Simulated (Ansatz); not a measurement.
`BNC(C)O` + `N=CO` → `BOC=N` + `CC(N)O`  (ligand exchange at a B–N bond)

Program: Ansatz. Geometries: PBE0-D4/def2-TZVP. ΔE: electronic, gas phase. CBS: MP2 limit from def2 TZ/QZ plus the TZ coupled-cluster correction, frozen cores. This one scheme is used for every species. Functionals use def2-TZVPP. B3LYP here is the variant with VWN-RPA as its local correlation; programs differ in this. One conformer a species, not always the lowest.

`BNC(C)O`:

```xyz
13

B    -0.662    1.115    1.605
N    -0.621    0.098    0.665
C     0.488   -0.233   -0.199
C     0.090   -0.256   -1.655
O     1.000   -1.511    0.103
H    -1.654    1.268    2.256
H     0.304    1.812    1.739
H    -1.416   -0.512    0.534
H     1.248    0.540   -0.026
H     0.949   -0.518   -2.274
H    -0.689   -1.006   -1.818
H    -0.288    0.720   -1.961
H     1.251   -1.515    1.031
```

`N=CO`:

```xyz
6

N    -0.009    0.642   -0.814
C    -0.226   -0.069    0.200
O     0.715   -0.854    0.733
H    -0.833    1.171   -1.078
H    -1.156   -0.150    0.767
H     1.510   -0.740    0.192
```

`BOC=N`:

Z-matrix (Å, degrees):
```
B
O 1 1.362
H 1 1.193 2 120.2
H 1 1.193 2 115.5 3 -177.4
C 2 1.355 1 123.2 3 -10.7
N 5 1.252 2 121.9 1 -39.5
H 5 1.092 2 110.8 1 142.8
H 6 1.016 5 110.5 2 -178.8
```

`CC(N)O`:

Z-matrix (Å, degrees):
```
C
C 1 1.510
H 1 1.090 2 110.4
H 1 1.090 2 110.2 3 121.1
H 1 1.093 2 109.7 3 -119.0
N 2 1.435 1 110.4 3 -179.5
O 2 1.426 1 106.0 3 55.8
H 2 1.098 1 109.8 3 -61.9
H 6 1.012 2 112.1 1 175.4
H 6 1.013 2 110.5 1 -63.8
H 7 0.961 2 108.3 1 -175.5
```

```
             level  ΔE (kcal/mol)  difference from CCSD(T)/CBS
            PBE-D4           12.4                          2.5
         r2SCAN-D4           11.4                          1.5
           PBE0-D4           11.8                          1.9
          B3LYP-D4           10.4                          0.5
           ωB97X-V           10.0                          0.1
           ωB97M-V           10.4                          0.5
            B2PLYP           10.1                          0.2
               PBE           12.2                          2.3
            r2SCAN           11.3                          1.4
              PBE0           11.6                          1.7
             B3LYP           10.1                          0.2
     HF/def2-TZVPP            7.1                         -2.8
    MP2/def2-TZVPP           10.5                          0.6
SCS-MP2/def2-TZVPP            9.6                         -0.3
   CCSD/def2-TZVPP            9.5                         -0.4
CCSD(T)/def2-TZVPP           10.0                          0.1
     HF/def2-QZVPP            6.8                         -3.1
    MP2/def2-QZVPP           10.4                          0.5
SCS-MP2/def2-QZVPP            9.5                         -0.4
      HF/CBS(def2)            6.8                         -3.1
     MP2/CBS(def2)           10.4                          0.5
    CCSD/CBS(def2)            9.4                         -0.5
       CCSD(T)/CBS            9.9                            0
```

Largest T1 diagnostic among the species: 0.015.

In def2-TZVPP, CCSD(T) changes the Hartree–Fock value by +2.9 kcal/mol (the triples alone add +0.5 kcal/mol) and MP2 by +3.5 kcal/mol.
